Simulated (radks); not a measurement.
All-electron atom: the tantalum ion Ta3+ in [Kr] 4d10 4f14 5s1.75 5p6 5d2.25 (fractional occupations, a model configuration). Calculated with a radial shooting solver on a logarithmic mesh with Libxc functionals: scalar-relativistic Kohn-Sham, r2SCAN, spin-polarised, spherical densities, finite nucleus; open shells are filled with parallel spins first (spin-orbit coupling, left out, can overturn this in heavy ions); meta-GGA in the generalised Kohn-Sham scheme; Fermi nuclear charge, rms radius 5.3507 fm. Some entries of the table are withheld. Estimate them.

orbital,occ.,eigenvalue (hartree),r(max) (bohr),<r^2> (bohr^2)
1s up,1,-2479.369,0.01168,0.0004789
1s down,1,-2479.369,0.01168,0.0004789
2s up,1,-427.8172,0.06683,0.007374
2s down,1,-427.8103,0.06683,0.007374
2p up,3,-374.9711,0.05477,0.006085
2p down,3,-374.9656,0.05477,0.006085
3s up,1,-99.18721,0.1885,0.04785
3s down,1,-99.18689,0.1885,0.04785
3p up,3,-83.39346,0.1864,0.04859
3p down,3,-83.39256,0.1864,0.04859
3d up,5,-64.93049,0.1521,0.04040
3d down,5,-64.92678,0.1521,0.04040
4s up,1,-21.28284,0.4290,0.2376
4s down,1,-21.27709,0.4290,0.2377
4p up,3,-16.07927,0.4495,0.2704
4p down,3,-16.07408,0.4496,0.2703
4d up,5,-9.38340,0.4617,0.3174
4d down,5,-9.37666,0.4617,0.3170
5s up,1,-3.83347,0.9899,1.361
5s down,0.75,-3.77200,0.9869,1.344
5p up,3,-2.56908,1.122,1.846
5p down,3,-2.49120,1.116,1.812
4f up,7,(1),0.4426,0.5163
4f down,7,(2),0.4424,0.5041
5d up,2.25,-1.11699,1.484,3.751
5d down,0,-1.01153,1.458,3.746
6s up,0,-1.00386,(3),7.857
6s down,0,-0.90117,(4),8.368
6p up,0,-0.72867,2.955,11.60

Answer. 
(1) 4f up eigenvalue (hartree): -1.99663
(2) 4f down eigenvalue (hartree): -1.98090
(3) 6s up r(max) (bohr): 2.429
(4) 6s down r(max) (bohr): 2.480
